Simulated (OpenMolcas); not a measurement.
An OpenMolcas run meant for In²⁺ (ANO-RCC-VTZP, X2C; inactive shells 1s 2s 2p 3s 3p 3d 4s 4p 4d; intended active space 1 electron in 4 orbitals (5s 5p)). One step of its input:

```
&CASPT2
Multistate=1 1
Frozen=9 9
IPAE=0.25
Imaginary=0.1
MaxIter=60
WThr=0.0 0.3 0.05
PrWF=0.5
NoMix
```

Lines from the output:

```
|        MOLCAS_PRINT = 2
  |       MOLCAS_SOURCE = <dir>
  |    MOLCAS_STRUCTURE = 0
  |
   ------------------------------------------------------------------------------------------
++ ---------   Input file   ---------
>>> COPY JOB001 $Project.JobIph
&CASPT2
Multistate=1 1
Frozen=9 9
IPAE=0.25
Imaginary=0.1
MaxIter=60
WThr=0.0 0.3 0.05
PrWF=0.5
NoMix
-- ----------------------------------
>>> COPY JOB001 a.JobIph
*** symbolic link created: INPORB -> a.RasOrb
--- Start Module: caspt2 at  ---
()()()()()()()()()()()()()()()()()()()()()()()()()()()()()()()()()()()()()()()()()()()()()()()()()()
                                              &CASPT2
                                   only a single process is used
                       available to each process: 2.3 GB of memory, 1 thread
()()()()()()()()()()()()()()()()()()()()()()()()()()()()()()()()()()()()()()()()()()()()()()()()()()
 ###    ERROR: Unrecognized keyword: IPAE                                    ###
--- Stop Module: caspt2 at  /rc=_RC_INPUT_ERROR_ ---
.####################.
.# User input error #.
.####################.
```

**Question.** What is wrong with the input?

**Answer.** A keyword is misspelt. OpenMolcas reads the first four letters of a keyword, so the setting is refused or falls back to its default.
